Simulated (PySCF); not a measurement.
**Working out the ionisation energy of Si+**

Si+ [Ne] 3s2 3p1 (2P) → Si(2+) [Ne] 3s2 (1S). Calculation: PySCF 2.14, in def2-SVP; the non-relativistic Hamiltonian (point nucleus). Frozen: [Ne]. Energies in hartree (1 hartree = 27.21139 eV):

```tsv
part	Si+ (lower)	Si(2+) (upper)
UHF	-288.472171	-287.891436
CCSD correlation	-0.053011	-0.043608
(T)	-0.000662	0.000000
```

Question: What does Hartree-Fock give?

Answer: (-287.891436) − (-288.472171) = 0.580735 hartree = 15.803 eV.

Question: What do CCSD and CCSD(T) give?

Answer: The CCSD correlation energies differ by 0.009403 hartree = 0.256 eV and the triples by 0.000662 hartree = 0.018 eV, so CCSD gives 16.059 eV and CCSD(T) 16.077 eV.

Measured between the centres of the two terms (NIST): 16.322 eV, so CCSD(T) (valence) is off by -0.245 eV.

A double-zeta basis recovers only part of the correlation energy.

What remains against the reference includes basis incompleteness, the frozen core and higher excitations.
